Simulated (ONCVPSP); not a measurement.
## In (Z = 49): one change to an ONCV potential, before and after

| Property | Result |
| --- | --- |
| Element | In |
| Generator | ONCVPSP 4.0.1 |
| Type | optimised norm-conserving Vanderbilt (ONCV) |
| Functional | LDA (Perdew-Wang 92) |
| Relativity | scalar-relativistic |
| Frozen core | [Ar] 3d10 |
| Valence charge | 21 |
| Reference configuration | 4s2 4p6 4d10 5s2 5p1 |
| Partial waves | 4s+5s: rc 1.60 bohr, ncon 4, nbas 8, qcut 8.6 1/bohr, 2 projectors; 4p+5p: rc 1.55 bohr, ncon 4, nbas 7, qcut 9.7 1/bohr, 2 projectors; 4d: rc 1.30 bohr, ncon 4, nbas 9, qcut 13.9 1/bohr, 2 projectors, debl 1.3 Ha |
| Local potential | polynomial inside 1.05 bohr (lpopt 5, dvloc0 0 Ha) |
| Core correction | none |

Change: all radii scaled by about 1.27 (s 2.04, p 1.96, d 1.66 bohr); local potential polynomial inside 1.34 bohr (lpopt 5, dvloc0 0 Ha).

Cutoffs: the cutoffs (Ha) at which the residual kinetic energy of the hardest occupied pseudo-wave falls to 1 and 0.1 mHa per electron; they do not see the model core or the augmentation charge, which bear on the density cutoff. Errors are all-electron minus pseudo energies relative to the spin-unpolarised reference configuration.

Task: Predict the effect on cutoff, ghosts and configuration errors.

Result: The potential gets harder (46 Ha and 57 Ha → 49 Ha and 62 Ha); of the 3 tests that both files solve, the error grows in 2 and shrinks in 0 by more than 15 % and 0.3 meV (median size 5.4 → 6.4 meV); neither file shows a bound ghost.

```csv
quantity,base,changed
"cutoff, loose",46 Ha,49 Ha
"cutoff, tight",57 Ha,62 Ha
loose cutoff by channel,"s 23 Ha, p 23 Ha, d 46 Ha","s 11 Ha, p 24 Ha, d 49 Ha"
bound ghosts,none,none
GHOST(+) flags under 300 eV,s at 222.9 eV,none
tests with a reliable result,3 of 4,3 of 4
"error for 4s2 4p6 4d10 5s2 5p0, meV [ΔE 5.59 eV]",-1.2,-1.3
"error for 4s2 4p6 4d10 5s1 5p0, meV [ΔE 25.24 eV]",-5.4,-6.4
"error for 4s2 4p5 4d10 5s2 5p1, meV [ΔE 85.55 eV]",-100,-141
```
